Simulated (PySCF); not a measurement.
C₈H₉FO.
Structure used (PBE0-D3(BJ)/def2-SVP), in Å, numbered top down from 1:
```
atom  x, y, z in Å
C1    -1.1171    2.5492    0.6607
C2    -1.3044    1.4678    0.1485
C3    -1.5518    0.1663   -0.4473
C4    -2.3709   -0.8763    0.3765
C5    -1.3588   -1.9568   -0.0315
F6    -0.9167   -2.7868    0.9635
C7    -0.4330   -0.8607   -0.4698
C8     0.8923   -0.7974   -0.5961
O9     1.5387    0.3265   -0.9369
C10    2.9108    0.3655   -0.6468
H11   -0.9420    3.5076    1.1125
H12   -1.9895    0.3054   -1.4522
H13   -2.2756   -0.6757    1.4524
H14   -3.4269   -1.0201    0.1096
H15   -1.7154   -2.5970   -0.8594
H16    1.5088   -1.6917   -0.4283
H17    3.3145    1.2778   -1.1041
H18    3.0946    0.4010    0.4410
H19    3.4397   -0.5084   -1.0687
```

Computed with PBE0-D3(BJ)/def2-SVP geometry optimisation, gas phase in PySCF.

Masses are those of the commonest isotopes; rigid-rotor values at the optimised geometry. The values belong to one conformer with, in the numbering `[CH:1]#[C:2][C@@H:3]1[CH2:4][C@H:5]([F:6])/[C:7]1=[CH:8]/[O:9][CH3:10]`, C7–C8–O9–C10 161°, C2–C3–C4–C5 -136°, C3–C4–C5–F6 134°, C4–C5–C7–C8 155°, C2–C3–C7–C5 136°.

Problem. Give the principal moments of inertia and the rotational constants in GHz.

Solution. Ia = 335.32, Ib = 465.91, Ic = 728.36 u·Å²; 505379 MHz·u·Å²/I gives 1507, 1085 and 693.9 MHz, that is A = 1.5071, B = 1.0847, C = 0.6939 GHz.

Problem. Classify the top.

Solution. An asymmetric top. Ray's parameter κ = (2B − A − C)/(A − C) = -0.039; −1 is the prolate and +1 the oblate limit.

Problem. What does the inertial defect say?

Solution. Not planar: Δ = Ic − Ia − Ib = -72.87 u·Å². For a rigid frame Δ = −2 Σ m c², so Σ m c² = 36.44 u·Å² lies off the ab plane: 9.20 from hydrogen and 27.24 from heavier atoms. The atom farthest from that plane is 1.73 Å away.

Problem. Give the other two planar moments, Paa and Pbb, and the rms extents of the mass along the axes.

Solution. Paa = Σ m a² = (Ib + Ic − Ia)/2 = 429.47 and Pbb = Σ m b² = (Ia + Ic − Ib)/2 = 298.89 u·Å². With the mass M = 140.06 u, the rms extents √(P/M) along a, b and c are 1.75, 1.46, 0.51 Å.

Problem. Which lines would a microwave search look for?

Solution. The dipole components are |μa| = 1.40 D, |μb| = 0.68 D, |μc| = 0.41 D. The squared components, which scale the intensities, stand as 1.00 : 0.24 : 0.08 (a : b : c). Some lines, for components of 0.1 D or more:

| type | branch | J(Ka,Kc) | MHz | lower level (cm⁻¹) |
| --- | --- | --- | --- | --- |
| a | Q | 4(2,2) ← 4(2,3) | 1676 | 0.671 |
| a | Q | 3(1,2) ← 3(1,3) | 2291 | 0.334 |
| b | Q | 3(2,2) ← 3(1,3) | 3118 | 0.334 |
| a | R | 3(0,3) ← 2(0,2) | 4791 | 0.172 |
| a | R | 3(2,2) ← 2(2,1) | 5336 | 0.260 |
| b | R | 4(0,4) ← 3(1,3) | 6072 | 0.334 |
| a | R | 4(1,4) ← 3(1,3) | 6092 | 0.334 |
| a | R | 4(2,3) ← 3(2,2) | 6973 | 0.438 |
| b | R | 3(2,1) ← 2(1,2) | 8494 | 0.179 |
| b | R | 4(3,2) ← 3(2,1) | 9818 | 0.462 |
| c | R | 4(2,3) ← 3(1,3) | 10091 | 0.334 |
| b | R | 4(4,1) ← 3(3,0) | 11435 | 0.546 |

Problem. Estimate the classical rotational partition function at 10 K, 100 K and 500 K.

Solution. Point group C1, symmetry number σ = 1; q = (√π/σ)·√((kT/h)³/(ABC)), k/h = 20836.6 MHz/K: 5010 at 10 K, 158000 at 100 K, 1770000 at 500 K.

No frequency check. No vibrational averaging or centrifugal distortion is included, and the geometry carries the error of its method. A rigid rotor knows nothing of internal rotation, which can split or shift real lines.

Time: 5.7 min of wall time; peak memory 0.78 GiB. Hardware: Arm Neoverse N1, one thread, shared host. These figures are those of the optimisation.
